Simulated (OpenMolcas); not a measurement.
**Ar II: input and output**

Input:

```
&GATEWAY
Coord
1

Ar 0.0 0.0 0.0
Basis=ANO-R3
Group=XYZ
NoMove
AngMom=0.0 0.0 0.0
AMFI
&SEWARD
&RASSCF
FileOrb=start.orb
Symmetry=2
Spin=2
nActEl=7 0 0
Inactive=2 3
Ras2=1 3
CIRoot=3 3 1
SDav=3
CIMx=300
Iter=120 100
PrWF=0.3
OrbListing=Nothing
MaxOrb=0
Atom
>>> COPY $Project.JobIph JOB001
&RASSCF
FileOrb=start.orb
Symmetry=1
Spin=2
nActEl=7 0 0
Inactive=2 3
Ras2=1 3
CIRoot=1 1 1
SDav=1
CIMx=300
Iter=120 100
PrWF=0.3
OrbListing=Nothing
MaxOrb=0
Atom
>>> COPY $Project.JobIph JOB002
&RASSI
NrOfJobIphs=2 3 1
1 2 3
1
IphNames
JOB001
JOB002
EJob
SpinOrbit
DIPRint=1.0
SOCoupling=1000.0
Subsets=2
MEES
Property=10
'ANGMOM' 1 'ANGMOM' 2 'ANGMOM' 3 'MLTPL  1' 1 'MLTPL  1' 2 'MLTPL  1' 3
'AMFI' 1 'AMFI' 2 'AMFI' 3 'MLTPL  2' 6
SOProperty=3
'ANGMOM' 1 'ANGMOM' 2 'ANGMOM' 3
```

Launched by
```bash
OMP_NUM_THREADS=1 MOLCAS_MEM=1689 MOLCAS_PROJECT=a pymolcas a.inp > a.log  # once for each step of the input, in one work folder
```

A driver script runs the steps one by one and writes start.orb anew before each from the orbitals found so far.

Output, cut to the results:

```
--- SEWARD ---
Basis set label: AR.ANO-R...6S5P4D2F1G.

      Electronic valence basis set:
      ------------------
      Associated Effective Charge  18.000000 au
      Associated Actual Charge     18.000000 au
      Nuclear Model: Finite nucleus - Gaussian distribution
        Gaussian exponent, Xi/bohr**(-2):  3.57222E+08

      Shell  nPrim  nBasis  Cartesian Spherical Contaminant
         s      17       6        X
         p      12       5        X
         d       7       4                 X
         f       5       2                 X
         g       2       1                 X
                  Relativistic X2C integrals
                  Atomic mean-field integrals
--- RASSCF ---
Wave function specifications:
      -----------------------------

      Number of closed shell electrons          10
      Number of electrons in active shells       7
      Max number of holes in RAS1 space          0
      Max nr of electrons in RAS3 space          0
      Number of inactive orbitals                5
      Number of active orbitals                  4
      Number of secondary orbitals              55
      Spin quantum number                      0.5
      State symmetry                             2
Orbital specifications:
      -----------------------

      Symmetry species                           1   2
                                                ag  au
      Frozen orbitals                            0   0
      Inactive orbitals                          2   3
      Active orbitals                            1   3
      RAS1 orbitals                              0   0
      RAS2 orbitals                              1   3
      RAS3 orbitals                              0   0
      Secondary orbitals                        32  23
      Deleted orbitals                           0   0
      Number of basis functions                 35  29
      Number of CSFs                             3
      Number of root(s) required                 3
      Iter CI   SX   CI       RASSCF       Energy    max ROT     max BLB   max BLB  Level Ln srch  Step   QN
          iter iter root      energy       change     param      element    value   shift minimum  type update
 Nr of preliminary CI iterations:   1
 ###############################################################################
 ###############################################################################
 ###                                                                         ###
 ###                                                                         ###
 ###    WARNING: Problems in orbital optimization.                           ###
 ###                                                                         ###
 ###                                                                         ###
 ###############################################################################
 ###############################################################################
  Warning: In symmetry  1, orbital p=   3 has diagonal density matrix element D(p,p) close to two. (2 - D(p,p))=  4.440892E-16
        1   1    3    0  -528.08888833    0.00E+00  -2.50E-07    3   5 1 -1.03E-06   0.50   0.00    SX    NO
        ...
 ###############################################################################
 ###############################################################################
  Warning: In symmetry  1, orbital p=   3 has diagonal density matrix element D(p,p) close to two. (2 - D(p,p))=  6.661338E-16
        4   1    1    0  -528.08888833    7.96E-13   0.00E+00    3   6 1 -4.61E-08   0.50   0.00    SX    NO
      Convergence after  4 iterations
        5   1    1    0  -528.08888833   -1.14E-13   0.00E+00    3   6 1 -4.61E-08   0.50   0.00    SX    NO
      Natural orbitals and occupation numbers for root  1
      sym 1:   2.000000
      sym 2:   2.000000   1.000000   2.000000
      Natural orbitals and occupation numbers for root  2
      sym 1:   2.000000
      sym 2:   1.000000   2.000000   2.000000
      Natural orbitals and occupation numbers for root  3
      sym 1:   2.000000
      sym 2:   2.000000   2.000000   1.000000
::    RASSCF root number  1 Total energy:   -528.08888833
::    RASSCF root number  2 Total energy:   -528.08888833
::    RASSCF root number  3 Total energy:   -528.08888833
--- RASSCF ---
Wave function specifications:
      -----------------------------

      Number of closed shell electrons          10
...
--- RASSI ---
SPIN-FREE ENERGIES:
  (Shifted by EMIN (a.u.) =       -528.0888883272)

 SF State       Relative EMIN(au)   Rel lowest level(eV)    D:o, cm**(-1)      L_eff

     1             0.0000000000        0.0000000000              0.0000         1.0
     2             0.0000000000        0.0000000000              0.0000         1.0
     3             0.0000000000        0.0000000000              0.0000         1.0
     4             0.6861112685       18.6700387348         150584.0177         0.0
     Dipole printing threshold changed to   1.00000000E+00

++ Dipole transition strengths (spin-free states):
   -----------------------------------------------
     for osc. strength at least  1.00000000E+00

  ( Max oscillator strength is only   0.31389336711069382      )
--
Eigenvalues of complex Hamiltonian:
   -----------------------------------
  (Shifted by EMIN (a.u.) =       -528.0888883272)

 SO State       Relative EMIN(au)   Rel lowest level(eV)    D:o, cm**(-1)     J-value

     1            -0.0020490352        0.0000000000              0.0000         1.1
     2            -0.0020490352        0.0000000000              0.0000         1.1
     3            -0.0020490352        0.0000000000              0.0000         1.2
     4            -0.0020490352        0.0000000000              0.0000         1.2
     5             0.0040980703        0.1672712607           1349.1337         0.4
     6             0.0040980703        0.1672712607           1349.1337         0.4
     7             0.6861112685       18.7257958217         151033.7290         0.4
     8             0.6861112685       18.7257958217         151033.7290         0.4
Weights of the five most important spin-orbit-free states for each spin-orbit state.

 SO State  Total energy (au)           Spin-free states, spin, and weights
 -------------------------------------------------------------------------------------------------------
...
```

The J values that RASSI prints are effective ones from its own formula and need not be integers or half-integers; the table below assigns J from the states.

Levels above the lowest, from the spin-orbit matrix, grouped by J:

```csv
Configuration,Term,J,E (cm-1),Measured (cm-1),Term weight %
3s2 3p5,2P*,3/2,0.0,0.0,100
3s2 3p5,2P*,1/2,1349,1432,100
3s 3p6,2S,1/2,151034,108722,100
```

Against the 2 measured excited levels shown (NIST Handbook of Basic Atomic Spectroscopic Data) the mean absolute deviation is 21000 cm-1; the largest miss in energy is 3s 3p6 2S 1/2: computed 151034, measured 108722 cm-1 (+38.9 %).

Without dynamic correlation excited terms often stand tens of per cent too high (terms of higher spin than the ground term too low), and those without a measured partner can miss by more than the paired ones. Measured partners are found by configuration, term and J. A level has none where our copy of the source lacks it or the pairing is in doubt (some pairs that miss far off the trend of their configuration count as doubtful), and it then counts in no deviation. Levels of configurations outside the active space are missing.

The term weight is that of the spin-free term in the level, not the purity of its configuration. * marks odd parity.
